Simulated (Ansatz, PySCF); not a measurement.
Lewis adduct: BH3 (SMILES B) (first 4 atoms) with C2H6O (SMILES COC); geometry from B3LYP-D3(BJ)/def2-TZVP, rigid monomers moved along the line of their centres of mass till B1···O6 is 1.90 Å.
(charge 0, multiplicity 1):
```xyz
13

B      0.1492     0.2265     1.0946
H      1.2806     0.5130     0.8058
H     -0.6860     1.0199     0.7503
H     -0.1438    -0.9313     0.9009
C     -1.1764     0.1542     3.5715
O      0.1255     0.3421     2.9925
C      1.1401    -0.4457     3.6369
H     -1.1228     0.3861     4.6349
H     -1.5053    -0.8751     3.4152
H     -1.8438     0.8399     3.0608
H      1.1507    -0.2014     4.6987
H      2.0820    -0.1779     3.1705
H      0.9354    -1.5075     3.4853
```

Counterpoise-corrected where a basis set is named; no monomer relaxation.

Correlated levels freeze the cores.

Codes used: Ansatz (a first-principles code) with Gaussian orbitals; PySCF for the dispersion terms. 

PBE/def2-TZVPPD gives -116.1 kJ/mol for the interaction energy.

Q: Predict the shift from PBE, with its sign, for: PBE-D3(BJ)/def2-TZVPPD, r2SCAN/def2-TZVPPD, B3LYP/def2-TZVPPD, wB97M-V/def2-TZVPPD, MP2/aug-cc-pVDZ, CCSD(T)/aug-cc-pVDZ.

A: PBE-D3(BJ)/def2-TZVPPD -7.7; r2SCAN/def2-TZVPPD -6.1; B3LYP/def2-TZVPPD 13.5; wB97M-V/def2-TZVPPD -4.1; MP2/aug-cc-pVDZ 4.8; CCSD(T)/aug-cc-pVDZ 8.5 kJ/mol. 3 of 6 lie above PBE; the widest gap is to B3LYP/def2-TZVPPD.
